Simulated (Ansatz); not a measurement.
Coupled-cluster diagnostics for (KSH)2 ring (K2H2S2), Ansatz.

Geometry of the singlet (PBE0-D4/def2-SVP):

Cartesian coordinates in Å:
```
K 1.905 0.599 -0.426
S 0.410 -1.891 -1.270
K -1.989 -0.294 -0.354
S -0.500 2.217 0.434
H 0.599 -2.626 -0.150
H -0.424 1.995 1.766
```

Correlated methods freeze 20 core orbitals; core or outer-core shells of K are correlated, in sets that lack core-valence functions.

Problem. Estimate the CCSD(T) correlation energy, the shares of MP2 and (T), T1 and the reference's ⟨S²⟩ for: charge 0, singlet, own geometry in def2-TZVPP; and the rough time on 4 threads of Arm Neoverse V1 on a shared host.

Solution. 
```csv
state,basis,correlation (eV),MP2 share (%),(T) share (%),T1,⟨S²⟩ (pure),wall time
"charge 0, singlet, own geometry",def2-TZVPP,-21.402,89.6,2.9,0.007,0.00 (0.00),16 s
```
Customary marks for T1 are 0.02 (closed shells), 0.045 (open shells) and about 0.05 (3d metals). T1 stays under 0.02 throughout.
